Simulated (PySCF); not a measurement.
## How methods differ on the excitation energy of Cr²⁺

Cr²⁺ [Ar] 3d4 (5D) → Cr²⁺ [Ar] 3d3 4s1 (5F), as a difference of total energies. Computed with PySCF 2.14 in aug-cc-pwCVTZ-DK (10s9p7d4f3g, 127 functions), with the spin-free X2C one-electron Hamiltonian (Gaussian nucleus). Correlated levels: valence: [Ar] frozen; valence and next inner shell: [Ne] frozen; nothing frozen. The calculations carry no spin-orbit coupling.

```json
{"method": "UHF", "excitation energy (eV)": "5.702"}
{"method": "LDA", "excitation energy (eV)": "6.475"}
{"method": "PBE", "excitation energy (eV)": "6.237"}
{"method": "PBE0", "excitation energy (eV)": "6.303"}
{"method": "r2SCAN", "excitation energy (eV)": "6.095"}
{"method": "M06-2X", "excitation energy (eV)": "6.482"}
{"method": "TPSS", "excitation energy (eV)": "6.247"}
{"method": "LC-wPBE", "excitation energy (eV)": "6.614"}
{"method": "MP2 (valence)", "excitation energy (eV)": "6.127"}
{"method": "SCS-MP2 (valence)", "excitation energy (eV)": "5.843"}
{"method": "MP2 (valence and next inner shell)", "excitation energy (eV)": "6.409"}
{"method": "SCS-MP2 (valence and next inner shell)", "excitation energy (eV)": "6.135"}
{"method": "MP2 (all electrons)", "excitation energy (eV)": "6.440"}
{"method": "SCS-MP2 (all electrons)", "excitation energy (eV)": "6.155"}
```

Question: How much does correlation contribute at MP2 (all electrons)?

Answer: 6.440 − (5.702) = 0.738 eV, measured against UHF.

A first-order spin-orbit estimate (lowest level to lowest level, LS coupling) adds -0.025 eV.
